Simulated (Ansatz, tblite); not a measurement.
Removing and adding an electron: `CC(C)=C=C=C=C=C=C=C=C=C=C(C)C`. The state is a singlet with charge 0. Geometry: PBE0-D4/def2-SVP. Ansatz, gas phase; energy differences of separate SCF runs; the oxidised species was run as a doublet alone; the reduced species was run as a doublet alone.

```tsv
atom	x (Å)	y (Å)	z (Å)
C1	-0.724	6.358	-3.634
C2	-1.721	5.523	-2.887
C3	-3.135	6.023	-2.838
C4	-1.368	4.388	-2.294
C5	-1.028	3.297	-1.724
C6	-0.685	2.193	-1.148
C7	-0.343	1.098	-0.575
C8	0.000	-0.001	-0.001
C9	0.341	-1.099	0.574
C10	0.683	-2.194	1.147
C11	1.028	-3.297	1.723
C12	1.368	-4.388	2.293
C13	1.722	-5.523	2.887
C14	2.195	-5.545	4.311
C15	1.665	-6.835	2.162
H16	-1.038	6.481	-4.685
H17	0.280	5.916	-3.617
H18	-0.671	7.371	-3.199
H19	-3.171	7.022	-2.372
H20	-3.537	6.134	-3.859
H21	-3.792	5.348	-2.274
H22	2.206	-4.543	4.758
H23	1.545	-6.197	4.920
H24	3.213	-5.968	4.368
H25	1.308	-6.722	1.131
H26	2.664	-7.304	2.141
H27	0.997	-7.536	2.692
```

The xTB rows come from tblite. HOMO above LUMO, or a gap near zero within one spin, warns that the state may not be the lowest or that an electron is smeared out.

| level | −HOMO (eV) | vertical IE (eV) | −LUMO (eV) | vertical EA (eV) | HOMO–LUMO gap (eV) | IE − EA (eV) | remarks |
| --- | --- | --- | --- | --- | --- | --- | --- |
| PBE-D4/def2-TZVP | 4.95 | 6.78 | 3.21 | 1.47 | 1.74 | 5.31 | HOMO above zero (-1 doublet), gap within one spin near zero (+1 doublet), gap within one spin near zero (-1 doublet) |
| PBE0-D4/def2-TZVP | 5.69 | 6.86 | 2.69 | 1.58 | 3.00 | 5.28 | – |

**Question.** Estimate the rows for GFN1-xTB, GFN2-xTB.

**Answer.** 
```json
{"level": "GFN1-xTB", "−HOMO (eV)": "10.24", "vertical IE (eV)": "12.10", "−LUMO (eV)": "8.65", "vertical EA (eV)": "6.77", "HOMO–LUMO gap (eV)": "1.58", "IE − EA (eV)": "5.34"}
{"level": "GFN2-xTB", "−HOMO (eV)": "9.16", "vertical IE (eV)": "11.10", "−LUMO (eV)": "7.59", "vertical EA (eV)": "5.60", "HOMO–LUMO gap (eV)": "1.57", "IE − EA (eV)": "5.50"}
```

Relaxing the oxidised species (PBE0-D4/def2-SVP) changes its energy by -0.23 eV at PBE0-D4/def2-TZVP, so the adiabatic ionisation energy to this nearest minimum is 6.64 eV. At PBE-D4/def2-TZVP it is 6.57 eV.  Run but left out: HF/def2-TZVP (singlet: restricted singlet, unstable in another Hartree–Fock run and untested here).   A HOMO above zero means that the electron is unbound at that level or that self-interaction error raises the level; the energy of removing that electron tells which. Raw xTB energy differences between charge states are shifted by several eV; the methods need an empirical correction for them. Sets without diffuse functions give affinities that are too small.
